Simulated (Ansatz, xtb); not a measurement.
# Relative energy of two structures of CH3GeN−

Structure I is a doublet given by its coordinates and structure II is a doublet given by its coordinates. Both are isolated ions in the gas phase, relaxed with B3LYP-D3(BJ)/def2-SVPD.

I (Å):

| atom | x (Å) | y (Å) | z (Å) |
| --- | --- | --- | --- |
| C | 0.0072 | -1.4515 | 1.4069 |
| Ge | -1.3424 | 0.0586 | 0.4956 |
| N | 0.2598 | -2.3198 | 2.1553 |
| H | -0.3630 | 1.2704 | 0.6791 |
| H | -2.7837 | 0.8909 | 0.2923 |
| H | -1.0782 | -0.3750 | -0.9888 |

Close contacts (Å): C1–Ge2 2.22, C1–N3 1.17, Ge2–H4 1.57, Ge2–H5 1.68, Ge2–H6 1.57.

II (Å):

```xyz
6

C    -0.8955   -0.3845    0.9346
Ge   -0.1171    0.5655   -0.6398
N    -0.7112   -0.0194    2.1732
H    -1.2023   -0.6489    2.8196
H    -1.5266   -1.2833    0.7351
H    -0.8029   -0.4833   -1.6869
```

Close contacts (Å): C1–Ge2 2.00, C1–N3 1.30, C1–H5 1.12, Ge2–H6 1.63, N3–H4 1.03.

Quicker runs give these differences E(II) − E(I): GFN2-xTB −3.85 kcal/mol; HF/STO-3G +16.29 kcal/mol (at GFN2-xTB geometries); r2SCAN-D4/def2-SVPD −2.03 kcal/mol (at GFN2-xTB geometries).

**Question.** Estimate E(II) − E(I) at the level CCSD(T)/def2-SVPD.

**Answer.** Calculated at CCSD(T)/def2-SVPD: E(II) − E(I) = +1.17 kcal/mol, so structure I lies lower.

The same difference at several levels:

```csv
level,geometry,E(II) − E(I) (kcal/mol),departure from the last row (kcal/mol),"job, with rough time for the two"
GFN2-xTB,GFN2-xTB,−3.85,−5.03,"optimisation, 0.27 s"
HF/STO-3G,GFN2-xTB,+16.29,+15.11,"single point, 1 s"
r2SCAN-D4/def2-SVPD,GFN2-xTB,−2.03,−3.21,"single point, 6.9 s"
B3LYP-D3(BJ)/def2-SVPD,B3LYP-D3(BJ)/def2-SVPD,−3.46,−4.64,"optimisation, 76 s"
HF/def2-SVPD,B3LYP-D3(BJ)/def2-SVPD,−0.52,−1.69,part of the CCSD(T) run
MP2/def2-SVPD,B3LYP-D3(BJ)/def2-SVPD,+6.97,+5.79,part of the CCSD(T) run
CCSD(T)/def2-SVPD,B3LYP-D3(BJ)/def2-SVPD,+1.17,,"single point, 52 s"
```

GFN2-xTB, r2SCAN-D4/def2-SVPD, B3LYP-D3(BJ)/def2-SVPD, HF/def2-SVPD put the two in the other order. The largest departure from CCSD(T)/def2-SVPD is that of HF/STO-3G, 15.11 kcal/mol.

With harmonic frequencies from B3LYP-D3(BJ)/def2-SVPD (ideal gas, rigid rotor, one conformer each, 200 K, 1 atm): on the last row, ΔE + ΔZPE = +6.47, ΔH = +6.11, ΔG = +6.77 kcal/mol.

Open shells are spin-unrestricted, with notable spin contamination under HF/STO-3G, HF/def2-SVPD, MP2/def2-SVPD, CCSD(T)/def2-SVPD. The correlated steps freeze 11 core orbitals; the filled d shell of Ge is correlated, in a basis made for valence electrons. Programs: Ansatz 0.2.0, xtb 6.7.1; the last row on 2 threads of Intel(R) Xeon(R) Platinum 8259CL CPU @ 2.50GHz (Skylake/Cascade Lake) on a shared host.
